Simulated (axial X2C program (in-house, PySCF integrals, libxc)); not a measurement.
# LiTe: cheaper levels and CCSD(T), with spin–orbit coupling

Calculated with an axial X2C code built on PySCF integrals. Two-component (2c) means X2C with spin–orbit coupling and atomic mean-field two-electron Coulomb and Gaunt terms. Basis: Te dyall-cv3z [11s12p8d4f1g], Li dyall-cv3z [7s8p2d] (cores contracted in-house); Gaussian nuclei, density fitting, unrestricted open shells. Masses: Te 129.906 u, Li 7.016 u.

State: Ω = 3/2 (⟨Sz⟩ = 0.50, ⟨Lz⟩ = 1.00 at HF); fragments Te + Li.

| level | Re (Å) | ωe (cm⁻¹) | De (eV) |
| --- | --- | --- | --- |
| PBE0 | 2.488 | 454.3 | 2.49 |
| HF | 2.518 | 451.7 | n/a |
| MP2 | 2.520 | 446.1 | 2.31 |
| CCSD | 2.518 | 445.4 | 2.32 |
| TPSS | 2.502 | 443.0 | 2.59 |

Correlated methods: 7 electrons correlated (number of frozen shells: Te 4 s, 3 p, 2 d; Li 1 s), 221 virtual spin orbitals or spinors in MP2, 78 natural virtuals in coupled cluster.

CCSD(T), same Hamiltonian and basis:

Re = 2.521 Å, ωe = 443.5 cm⁻¹, De = 2.37 eV; T1 = 0.008 (Lee–Taylor normalisation).

(1) Give the differences from CCSD(T) in the columns below.

The state is one determinant whose occupation by symmetry is held fixed; it was picked as the lowest of a PBE0 search that is not exhaustive. De is counted from the lowest determinant-based energies of the atoms at the same level, without counterpoise correction. De is not given where an atomic determinant may have missed its ground term or J level, or where the truncated virtual space spoils (T). Density functionals use the spin component along the axis (collinear). CCSD and (T) use frozen natural virtuals with an MP2 correction for the truncation; (T) itself is uncorrected, so its De runs slightly low. Without a current term, density functionals place determinants with orbital angular momentum somewhat too high. With the outer-core shells frozen, correlated bond lengths of heavy atoms tend to come out a few hundredths of an ångström too long.

## Answers

(1) 

```csv
level,ΔRe (Å),Δωe (cm⁻¹),ΔDe (eV)
PBE0,-0.033,11,0.12
HF,-0.003,8,n/a
MP2,-0.001,3,-0.06
CCSD,-0.003,2,-0.05
TPSS,-0.019,0,0.22
```
